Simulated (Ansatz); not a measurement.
Caution, from a PySCF single point (PBE0-D3(BJ)/def2-TZVPD) at this geometry: the highest occupied level lies above zero, so the state may not be bound. This triplet is an excited state, 0.85 eV above the relaxed singlet at the level B3LYP/aug-cc-pVTZ // PBE0-D3(BJ)/def2-TZVPD (Ansatz, an electronic-structure program).

Species: CH$_{2}$BN$_{2}$, SMILES `N#C[B-]N` (excited triplet) (charge -1, multiplicity 3).

Q: Give a relaxed geometry from PBE0-D3(BJ)/def2-TZVPD in Ansatz.

A: This is not unique; one that fits is the end point of this relaxation, one of several conformers (outside a Z-matrix the atoms follow the SMILES, hydrogens last).
Cartesian coordinates (Å) in one orientation:
```xyz
6

N      2.566    -0.493    -0.180
C      1.485    -0.044    -0.031
B      0.170     0.601     0.209
N     -1.216     0.266    -0.156
H     -1.418     0.254    -1.150
H     -1.587    -0.584     0.255
```
